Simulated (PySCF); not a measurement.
## Interval between two levels of Ge²⁺ by level of theory

Ge²⁺ [Ar] 3d10 4s2 → Ge²⁺ [Ar] 3d9 4s2 5s1 [3D3, M_J = 3], as a difference of total energies. Computed with PySCF 2.14 in x2c-TZVPall-2c with one added diffuse shell each of s, p, d type (7s8p5d1f, 63 functions), with the two-component X2C-1e Hamiltonian. Correlated levels: [Ne] frozen. "Screened" scales the spin-orbit matrix elements by Boettger's factors to mimic the two-electron term; Breit and QED terms are absent.

```csv
method,interval between two levels (cm⁻¹)
GHF (spin-free),355300
GMP2 (spin-free),368390
GHF (screened spin-orbit),353420
GMP2 (screened spin-orbit),366520
```

The labels give the starting determinants; with spin-orbit coupling the two ends relaxed to ⟨J²⟩ = 0.00, ⟨L²⟩ = 0.00, ⟨S²⟩ = 0.00 and ⟨J²⟩ = 12.03, ⟨L²⟩ = 6.03, ⟨S²⟩ = 2.00.

The promoted electron is Rydberg-like, and one or two diffuse shells describe it only roughly, which tends to raise the upper state.
